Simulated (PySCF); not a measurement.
Two-component Hartree-Fock for Ne⁺ (neon, charge +1)

Start: [He] 2s1 2p6; 2s1/2 filled at m_j = +1/2. Calculated with PySCF 2.14 in x2c-SVPall-2c with one added diffuse shell of s type (4s2p1d, 15 functions): generalised Hartree-Fock with the X2C-1e Hamiltonian and a Gaussian nucleus; one run each with spin-orbit coupling (SO) switched off, then screened by Boettger's factors. This is a chosen level, not necessarily the ground level.

```json
{"spinor shell": "1s1/2", "electrons": "2", "ε, spin-free (eV)": "-916.19", "ε, screened SO (eV)": "-916.19", "weight of nominal j (screened SO)": "1.000", "rms radius, screened SO (bohr)": "0.183"}
{"spinor shell": "2s1/2", "electrons": "1", "ε, spin-free (eV)": "-74.471", "ε, screened SO (eV)": "-74.471", "weight of nominal j (screened SO)": "1.000", "rms radius, screened SO (bohr)": "0.943"}
{"spinor shell": "2p1/2", "electrons": "2", "ε, spin-free (eV)": "-42.466", "ε, screened SO (eV)": "-42.509", "weight of nominal j (screened SO)": "0.667", "rms radius, screened SO (bohr)": "1.01"}
```

Where does 2p3/2 lie, and what is the 2p spin-orbit splitting (screened SO)?

At -42.445 eV, 0.064 eV above 2p1/2.

```csv
quantity,spin-free,screened SO
E (hartree),-126.72825,-126.72826
M_J,1/2,1/2
⟨J²⟩,0.754,0.754
⟨L²⟩,0.000,0.000
⟨S²⟩,0.754,0.754
```

Each row is a mean over spinors that exchange with the open shell spreads, by up to 6.397 eV (2p3/2).

Rows whose weight is well below 1 are mixtures of j = l ± 1/2: exchange outweighs spin-orbit coupling there, and the label is only the starting occupation.

Without spin-orbit coupling the j labels of p, d and f shells carry no meaning; the spin-free column gives the mean over the occupied spinors of each nl shell.
